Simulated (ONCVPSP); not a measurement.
## He (Z = 2): one change to an ONCV potential, before and after

| Item | Value |
| --- | --- |
| Element | helium |
| Generator | ONCVPSP 4.0.1 |
| Type | optimised norm-conserving Vanderbilt (ONCV) |
| Functional | PBEsol |
| Relativity | non-relativistic |
| Frozen core | none |
| Valence charge | 2 |
| Reference configuration | 1s2 |
| Partial waves | 1s: rc 0.70 bohr, ncon 4, nbas 8, qcut 8.9 1/bohr, 2 projectors, debl 1.9 Ha; p scattering state at 0.05 Ha: rc 0.70 bohr, ncon 4, nbas 8, qcut 11.4 1/bohr, 2 projectors, debl 3.1 Ha |
| Local potential | polynomial inside 0.45 bohr (lpopt 3, dvloc0 2 Ha) |
| Core correction | none |

Change: all radii scaled by about 0.89 (s 0.62, p 0.62 bohr); local potential polynomial inside 0.40 bohr (lpopt 3, dvloc0 2 Ha).

Cutoffs: the cutoffs (Ha) at which the residual kinetic energy of the hardest occupied pseudo-wave falls to 1 and 0.1 mHa per electron; they do not see the model core or the augmentation charge, which bear on the density cutoff. Errors are all-electron minus pseudo energies relative to the spin-unpolarised reference configuration.

**Question.** How do hardness, ghosts and transferability respond?

**Answer.** The potential gets harder (87 Ha and 326 Ha → 186 Ha and 428 Ha); neither file shows a bound ghost. A smaller radius makes the pseudo-wave follow the all-electron one further in, where it bends more sharply, so more plane waves are needed.

```
                          quantity    base  changed
                     cutoff, loose   87 Ha   186 Ha
                     cutoff, tight  326 Ha   428 Ha
                      bound ghosts    none     none
       GHOST(+) flags under 300 eV    none     none
  error for 1s1, meV [ΔE 26.59 eV]     +29      +20
error for 1s1.5, meV [ΔE 10.39 eV]    +4.8     +3.2
```
